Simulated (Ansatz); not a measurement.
Saddle point of BSi₄H₁₀Cl₂OF, closed shell (BSi₄H₉Cl₂O ([SiH3][Si]([SiH3])([SiH3])[O][B]([Cl])[Cl]) + HF → BSi₄H₉ClOF ([F][B]([Cl])[O][Si]([SiH3])([SiH3])[SiH3]) + HCl; bonds formed: B1–F10, Cl2–H9; bonds broken: B1–Cl2, H9–F10), PBE0-D4/def2-TZVP structure:

```tsv
atom	x (Å)	y (Å)	z (Å)
B1	-0.7057	0.4906	2.3220
Cl2	-1.3007	2.4164	1.7371
Cl3	-0.4384	0.4352	4.0611
O4	0.1540	-0.0514	1.4626
Si5	0.3713	-0.2357	-0.1883
Si6	2.3234	-1.4952	-0.4691
Si7	0.6480	1.8373	-1.2574
Si8	-1.4503	-1.3646	-1.1412
H9	-2.3017	1.1857	1.7533
F10	-2.2080	0.0964	2.0031
H11	2.2170	-2.8040	0.2285
H12	2.5019	-1.7327	-1.9272
H13	3.5056	-0.7577	0.0505
H14	1.4926	2.7407	-0.4324
H15	-0.6475	2.4986	-1.5577
H16	1.3480	1.5611	-2.5428
H17	-2.6978	-0.5610	-1.0242
H18	-1.6638	-2.6871	-0.4936
H19	-1.1475	-1.5724	-2.5844
```

Energies are electronic, without zero-point energy. Barriers and step energies count from the start structure reached by relaxing down the imaginary mode; all methods use the PBE0-D4 structures, on which another method's saddle can fall below an end. Program: Ansatz 0.2.0. Basis: def2-TZVPP, with def2-QZVPP for the basis limit. Cores are frozen in the correlated methods. B3LYP uses VWN-RPA correlation. Extrapolation: Hartree–Fock as exp(−7.88 √X), correlation as X^−2.97.

| method | barrier (kJ/mol) | step energy (kJ/mol) |
| --- | --- | --- |
| SPW92 | 33.7 | -43.6 |
| PBE-D4 | 68.8 | -43.3 |
| BLYP-D4 | 82.2 | -51.2 |
| r2SCAN-D4 | ? | -52.8 |
| B97M-V | 89.6 | -58.5 |
| PBE0-D4 | 79.6 | -48.2 |
| B3LYP-D4 | 89.1 | -55.5 |
| r2SCAN0-D4 | 80.5 | -54.7 |
| BHLYP-D4 | 101.8 | -61.8 |
| CAM-B3LYP-D4 | ? | -61.5 |
| wB97X-V | 86.7 | -55.3 |
| wB97M-V | 83.4 | -53.7 |
| B2PLYP | ? | -56.0 |
| PBE-QIDH | 87.0 | -49.8 |
| RPA on PBE | 91.6 | -56.8 |
| HF | 139.6 | -79.0 |
| MP2 | 90.3 | -45.6 |
| CCSD | 102.8 | -59.4 |
| CCSD(T) | 94.1 | -54.4 |

Fill in the withheld barriers. (An estimate is asked for; the value comes from the calculation.)

Computed: CAM-B3LYP-D4 85.6; r2SCAN-D4 71.8; B2PLYP 92.1 kJ/mol. Each is the energy of the saddle less that of the start structure, by the same method.

For comparison, the barrier by CCSD(T) at an estimated basis limit (MP2 extrapolated from triple and quadruple zeta, plus CCSD(T) − MP2 in triple zeta) is 94.5 kJ/mol.

The T1 diagnostic stays at or below 0.014.

Labels in which every atom is bracketed show which atoms are joined, not bond orders.

For scale, one of the runs: CCSD(T)/def2-TZVPP, 485 basis functions, launched by `ansatz run in.yaml --threads 4 --pin off --events-out ev --progress --plain --max-ram 46080MiB --backend cuda --devices 0, --max-vram 37GiB`. Time: 30 s of wall clock on 4 CPU threads of an AMD EPYC 7R13 and a share of one NVIDIA H100; the host was shared. Peak host memory: 1.1 GiB.
